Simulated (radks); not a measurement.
Results of a calculation; reference values are marked as such.
Task: Valence configurations of F2+ (all share [He]). Level of theory: non-relativistic Kohn-Sham, SCAN, spin-polarised, spherical densities, point nucleus; open shells are filled with parallel spins first; meta-GGA in the generalised Kohn-Sham scheme (a radial shooting solver on a logarithmic mesh with Libxc functionals). Order these by energy: 2s1 2p4; 2p5; 2s2 2p3; 2s1.5 2p3.5; 2s0.5 2p4.5.

Result: From the lowest, in eV above it: 2s2 2p3 0.000; 2s1.5 2p3.5 10.345; 2s1 2p4 20.182; 2s0.5 2p4.5 34.321; 2p5 47.014. NIST lists [He] 2s2 2p3 as the ground configuration; this level of theory agrees among the configurations tried. The energies are those of spherical high-spin densities, not of single terms.
